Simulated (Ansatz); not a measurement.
Molecular dynamics, step by step

SiH3ClOF2, closed shell, PBE0-D4/def2-SVP (Ansatz 0.2.0). Settings (timestep in fs, temperature in K; T counts 18 degrees of freedom):

```yaml
hamiltonian: {xc: pbe0, dispersion: d4}
md: {n_steps: 30, timestep: 0.5, temperature: 1500, ensemble: nve, seed: 529, initial_velocities: maxwell_boltzmann}
```

Start, the saddle point found with PBE0-D4 in triple zeta (not stationary at another level):

```csv
atom,x (Å),y (Å),z (Å)
Si1,-0.5452,0.2094,-0.4071
O2,0.5419,-0.8826,0.4460
F3,-1.0076,-0.9350,-1.4340
F4,0.2074,1.1869,-1.3902
H5,-1.7963,0.6001,0.2295
H6,0.9717,-0.1244,1.1080
Cl7,0.5521,1.4644,1.4941
H8,1.0761,-1.5188,-0.0464
```

```json
{"step": "0", "time (fs)": "0.00", "potential energy less the start (meV)": "0.0", "kinetic energy (meV)": "1163.3", "T (K)": "1500"}
{"step": "2", "time (fs)": "1.00", "potential energy less the start (meV)": "115.5", "kinetic energy (meV)": "1050.6", "T (K)": "1355"}
{"step": "4", "time (fs)": "2.00", "potential energy less the start (meV)": "322.9", "kinetic energy (meV)": "846.2", "T (K)": "1091"}
{"step": "6", "time (fs)": "3.00", "potential energy less the start (meV)": "438.1", "kinetic energy (meV)": "732.0", "T (K)": "944"}
{"step": "8", "time (fs)": "4.00", "potential energy less the start (meV)": "403.2", "kinetic energy (meV)": "765.0", "T (K)": "986"}
{"step": "10", "time (fs)": "5.00", "potential energy less the start (meV)": "331.0", "kinetic energy (meV)": "833.7", "T (K)": "1075"}
{"step": "12", "time (fs)": "6.00", "potential energy less the start (meV)": "409.6", "kinetic energy (meV)": "755.5", "T (K)": "974"}
{"step": "14", "time (fs)": "7.00", "potential energy less the start (meV)": "574.8", "kinetic energy (meV)": "596.3", "T (K)": "769"}
{"step": "16", "time (fs)": "8.00", "potential energy less the start (meV)": "548.7", "kinetic energy (meV)": "618.5", "T (K)": "798"}
{"step": "18", "time (fs)": "9.00", "potential energy less the start (meV)": "503.0", "kinetic energy (meV)": "661.6", "T (K)": "853"}
{"step": "20", "time (fs)": "10.00", "potential energy less the start (meV)": "609.8", "kinetic energy (meV)": "557.8", "T (K)": "719"}
{"step": "22", "time (fs)": "11.00", "potential energy less the start (meV)": "733.5", "kinetic energy (meV)": "436.3", "T (K)": "563"}
{"step": "24", "time (fs)": "12.00", "potential energy less the start (meV)": "740.0", "kinetic energy (meV)": "429.9", "T (K)": "554"}
{"step": "26", "time (fs)": "13.00", "potential energy less the start (meV)": "623.1", "kinetic energy (meV)": "544.7", "T (K)": "702"}
{"step": "28", "time (fs)": "14.00", "potential energy less the start (meV)": "510.7", "kinetic energy (meV)": "653.8", "T (K)": "843"}
{"step": "30", "time (fs)": "15.00", "potential energy less the start (meV)": "562.0", "kinetic energy (meV)": "604.4", "T (K)": "779"}
```

Step 4, positions (Å) and forces (eV/Å):

```json
{"atom": "Si1", "x": "-0.548", "y": "0.208", "z": "-0.403", "Fx": "0.032", "Fy": "0.723", "Fz": "1.174"}
{"atom": "O2", "x": "0.549", "y": "-0.878", "z": "0.441", "Fx": "0.771", "Fy": "-3.451", "Fz": "-2.650"}
{"atom": "F3", "x": "-0.999", "y": "-0.910", "z": "-1.428", "Fx": "-0.451", "Fy": "-1.481", "Fz": "-1.253"}
{"atom": "F4", "x": "0.206", "y": "1.163", "z": "-1.409", "Fx": "0.542", "Fy": "0.811", "Fz": "-0.527"}
{"atom": "H5", "x": "-1.797", "y": "0.475", "z": "0.236", "Fx": "-0.627", "Fy": "0.434", "Fz": "0.426"}
{"atom": "H6", "x": "0.906", "y": "-0.136", "z": "1.067", "Fx": "1.259", "Fy": "0.648", "Fz": "1.086"}
{"atom": "Cl7", "x": "0.550", "y": "1.469", "z": "1.503", "Fx": "-0.249", "Fy": "-0.086", "Fz": "-0.267"}
{"atom": "H8", "x": "1.038", "y": "-1.622", "z": "-0.135", "Fx": "-1.277", "Fy": "2.401", "Fz": "2.011"}
```

Step 6, positions (Å) and forces (eV/Å):

```
atom       x       y       z      Fx      Fy      Fz
 Si1  -0.550   0.208  -0.400   0.197   0.906   1.339
  O2   0.554  -0.878   0.437   0.424  -3.689  -2.979
  F3  -0.996  -0.898  -1.426  -0.581  -1.852  -1.581
  F4   0.205   1.152  -1.419   0.506   0.879  -0.408
  H5  -1.805   0.419   0.244  -0.645   0.555   0.492
  H6   0.888  -0.134   1.060   1.519   0.768   1.308
 Cl7   0.550   1.472   1.508  -0.309  -0.140  -0.355
  H8   1.003  -1.644  -0.154  -1.111   2.574   2.184
```

Step 16, positions (Å) and forces (eV/Å):

```
atom       x       y       z      Fx      Fy      Fz
 Si1  -0.556   0.211  -0.379  -0.024   0.535   1.918
  O2   0.573  -0.894   0.401  -1.161   3.760   2.313
  F3  -0.983  -0.857  -1.431  -1.122  -2.532  -2.167
  F4   0.207   1.103  -1.469   0.199   1.093   0.465
  H5  -1.888   0.226   0.338   0.774   0.851  -0.148
  H6   0.974  -0.052   1.163  -0.029   0.089  -0.140
 Cl7   0.544   1.482   1.529   0.019  -0.932  -0.553
  H8   0.803  -1.617  -0.105   1.344  -2.864  -1.688
```

Last step (30):

Si1  (-0.562, 0.219, -0.329)
O2  (0.590, -0.888, 0.368)
F3  (-0.988, -0.847, -1.477)
F4  (0.212, 1.058, -1.526)
H5  (-1.783, 0.294, 0.436)
H6  (1.078, 0.167, 1.290)
Cl7  (0.537, 1.486, 1.553)
H8  (0.730, -1.680, -0.061)
(Å)

The run took about 41 s on 4 CPU threads of an Intel Xeon Platinum 8259CL (shared host).
